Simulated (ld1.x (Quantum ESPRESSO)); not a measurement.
**Ge (Z = 32): variants of one ultrasoft potential**

Base potential:

- Element: Ge
- Generator: ld1.x (Quantum ESPRESSO) 7.5
- Type: ultrasoft
- Functional: LDA (PZ)
- Relativity: scalar-relativistic
- Frozen core: [Ar] 3d10
- Valence charge: 4
- Reference configuration: 4s2 4p2
- Partial waves: 4s (bound): rcut 1.40, rcutus 1.80 bohr; 4s channel at 0.1 Ry: rcut 1.40, rcutus 1.80 bohr; 4p (bound): rcut 1.65, rcutus 2.00 bohr; 4p channel at 1.45 Ry: rcut 1.65, rcutus 2.00 bohr; 4d channel at -0.1 Ry: rcut 1.45, rcutus 1.95 bohr; 4d channel at 1.75 Ry: rcut 1.45, rcutus 1.95 bohr
- Local potential: all-electron potential smoothed inside 1.85 bohr (lloc = -1)
- Core correction: Bessel-smoothed model core, default radius (core density twice the valence density)
- Augmentation charge: built from norm-conserving waves at rcut, not smoothed further

All-electron outer shells of the reference configuration (LDA (PZ), scalar-relativistic, ld1.x):

```tsv
shell	level (eV)	outermost node (bohr)	outermost maximum (bohr)
3p	-115.38	0.23	0.54
3d	-29.55	–	0.50
4s	-11.95	0.77	1.73
4p	-4.05	0.82	2.19
```

Cutoffs, loose and tight: the cutoffs (Ry, on a coarse ladder) from which the occupation-weighted sum of valence levels, in a spherical-Bessel basis at the reference potential, stays within 10 and 1 mRy of its value at 400 Ry. They do not see the model core or the augmentation charge, which bear on the density cutoff. Test errors are all-electron minus pseudo excitation energies from the reference, over the configurations 4s2 4p1; 4s2 4p0; 4s1 4p0; 4s2 4p1.5; 4s2 4p2.3; 4s0 4p4; 4s1 4p2 (two spin-polarised tests are not counted in the largest error). A dash means not determined; rows that change the core or the reference have their own tests.

A true bound ghost makes a file unfit for plane-wave use even where its test errors are small: the radial tests pick states by their node count and pass the ghost by.

Cutoffs are not given where the Bessel-basis levels miss the radial ones by over 6 mRy, ghosts where they miss by over 20 mRy; a channel whose overlap is not positive is not tested.

```tsv
change	outcome	cutoff, loose	cutoff, tight	bound ghosts	largest test error (meV)
base	generated	8 Ry	15 Ry	d	-274
all radii but the core radius scaled by about 0.78 (s 1.40, p 1.56, d 1.52 bohr, rcut 1.08/1.28/1.12); local potential all-electron potential smoothed inside 1.44 bohr (lloc = -1)	failed: run_pseudo: Errors in PS-KS equation	–	–	–	–
all radii but the core radius scaled by about 0.92 (s 1.66, p 1.84, d 1.80 bohr, rcut 1.30/1.52/1.34); local potential all-electron potential smoothed inside 1.72 bohr (lloc = -1)	generated	12 Ry	18 Ry	d	-284
all radii but the core radius scaled by about 1.06 (s 1.90, p 2.12, d 2.06 bohr, rcut 1.48/1.74/1.54); local potential all-electron potential smoothed inside 1.96 bohr (lloc = -1)	generated	8 Ry	15 Ry	d	-270
all radii but the core radius scaled by about 1.17 (s 2.10, p 2.34, d 2.28 bohr, rcut 1.64/1.92/1.70); local potential all-electron potential smoothed inside 2.16 bohr (lloc = -1)	generated	8 Ry	12 Ry	none	-266
all radii but the core radius scaled by about 1.22 (s 2.20, p 2.44, d 2.38 bohr, rcut 1.72/2.02/1.78); local potential all-electron potential smoothed inside 2.26 bohr (lloc = -1)	generated	8 Ry	12 Ry	none	-266
```

Q: What comes out with this change to the base: all radii but the core radius scaled by about 1.29 (s 2.32, p 2.58, d 2.52 bohr, rcut 1.80/2.12/1.88); local potential all-electron potential smoothed inside 2.38 bohr (lloc = -1)?

A: outcome: generated; cutoff, loose: 8 Ry; cutoff, tight: 10 Ry; bound ghosts: none; largest test error (meV): -268.

Q: What comes out with this change to the base: all radii but the core radius scaled by about 1.40 (s 2.52, p 2.80, d 2.74 bohr, rcut 1.96/2.32/2.04); local potential all-electron potential smoothed inside 2.60 bohr (lloc = -1)?

A: outcome: generated; bound ghosts: not determined; largest test error (meV): test run stopped at test 1 of 9 (negative rho).

Q: What comes out with this change to the base: all radii but the core radius scaled by about 0.82 (s 1.48, p 1.64, d 1.60 bohr, rcut 1.14/1.34/1.18); local potential all-electron potential smoothed inside 1.52 bohr (lloc = -1)?

A: outcome: generated; cutoff, loose: 18 Ry; cutoff, tight: 30 Ry; bound ghosts: s; largest test error (meV): -308.

Reading the sweep of the scale of all radii but the core radius (base = 1) (base included, trends over the rows without a ghost): Bound ghosts are found at 0.82, 0.92, 1, 1.06. The generation fails at 0.78.
